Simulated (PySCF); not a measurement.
## Working out the ionisation energy of Ir²⁺

Ir²⁺ [Xe] 4f14 5d7 (4F) → Ir³⁺ [Xe] 4f14 5d6 (5D). All numbers are calculated (PySCF 2.14, scalar relativity through the core potential, in aug-cc-pVDZ-PP with ECP60MDF (5s5p4d2f, 54 functions)). Frozen: 5s2 5p6. Energies in hartree (1 hartree = 27.21139 eV):

```csv
part,Ir²⁺ (lower),Ir³⁺ (upper)
UHF,-102.763244,-101.753145
MP2 opposite-spin,-0.065861,-0.030941
MP2 same-spin,-0.045925,-0.040617
```

**Question.** What does Hartree-Fock give?

**Answer.** (-101.753145) − (-102.763244) = 1.010099 hartree = 27.486 eV.

**Question.** What do MP2 and SCS-MP2 (6/5 opposite-spin, 1/3 same-spin) give?

**Answer.** The opposite-spin parts differ by 0.950 eV and the same-spin parts by 0.144 eV. MP2: 27.486 + (0.950) + (0.144) = 28.580 eV. SCS-MP2: 27.486 + 1.2 × (0.950) + (0.144)/3 = 28.674 eV.

Reference: 28 ± 1.6 eV (theoretical estimate listed by NIST; NIST Atomic Spectra Database, ionization energies), between the lowest levels; spin-orbit coupling is absent from the calculation.

A double-zeta basis recovers only part of the correlation energy.

What remains against the reference includes basis incompleteness, the frozen core and correlation beyond second order.
